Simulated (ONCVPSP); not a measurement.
indium: one change to an ONCV potential, before and after

In, optimised norm-conserving Vanderbilt (ONCV), made with ONCVPSP 4.0.1 (PBE, fully relativistic). Core [Ar] 3d10, reference 4s2 4p6 4d10 5s2 5p0.5 (charge +0.5). Waves: 4s+5s: rc 1.35 bohr, ncon 3, nbas 7, qcut 7.2 1/bohr, 2 projectors; 4p+5p: rc 1.70 bohr, ncon 4, nbas 7, qcut 7.8 1/bohr, 2 projectors; 4d: rc 1.50 bohr, ncon 4, nbas 8, qcut 11.4 1/bohr, 3 projectors, debl 2.9 Ha. Local part: polynomial inside 1.30 bohr (lpopt 5, dvloc0 2 Ha). Core correction: none.

Open shells are filled in proportion to 2j + 1.

Change: s: ncon 5, nbas 9.

Cutoffs: the cutoffs (Ha) at which the residual kinetic energy of the hardest occupied pseudo-wave falls to 1 and 0.1 mHa per electron; they do not see the model core or the augmentation charge, which bear on the density cutoff. Errors are all-electron minus pseudo energies relative to the spin-unpolarised reference configuration.

**Question.** What does the change do?

**Answer.** The potential gets harder (40 Ha and 47 Ha → 48 Ha and 119 Ha); the errors of the 4 common tests hardly move; neither file shows a bound ghost.

| quantity | base | changed |
| --- | --- | --- |
| cutoff, loose | 40 Ha | 48 Ha |
| cutoff, tight | 47 Ha | 119 Ha |
| loose cutoff by channel | s 21 Ha, p 23 Ha, d 40 Ha | s 48 Ha, p 23 Ha, d 40 Ha |
| bound ghosts | none | none |
| GHOST(+) flags under 300 eV | none | none |
| error for 4s2 4p6 4d10 5s2 5p1, meV [ΔE -1.95 eV] | 0.0 | 0.0 |
| error for 4s2 4p6 4d10 5s2 5p0, meV [ΔE 3.43 eV] | +0.1 | +0.1 |
| error for 4s2 4p6 4d10 5s1 5p0, meV [ΔE 22.66 eV] | -0.2 | -0.1 |
| error for 4s2 4p6 4d10 5s1 5p1, meV [ΔE 10.01 eV] | +0.1 | +0.2 |
| s: phases at 1.37 bohr within 0.05 rad from the reference energy up to (Ha; the scan ends near 5) | to the end of the scan | to the end of the scan |
| p3/2: phases at 1.72 bohr within 0.05 rad from the reference energy up to (Ha; the scan ends near 5) | to the end of the scan | to the end of the scan |
| p1/2: phases at 1.72 bohr within 0.05 rad from the reference energy up to (Ha; the scan ends near 5) | to the end of the scan | to the end of the scan |
| d5/2: phases at 1.52 bohr within 0.05 rad from the reference energy up to (Ha; the scan ends near 5) | to the end of the scan | to the end of the scan |
| d3/2: phases at 1.52 bohr within 0.05 rad from the reference energy up to (Ha; the scan ends near 5) | to the end of the scan | to the end of the scan |
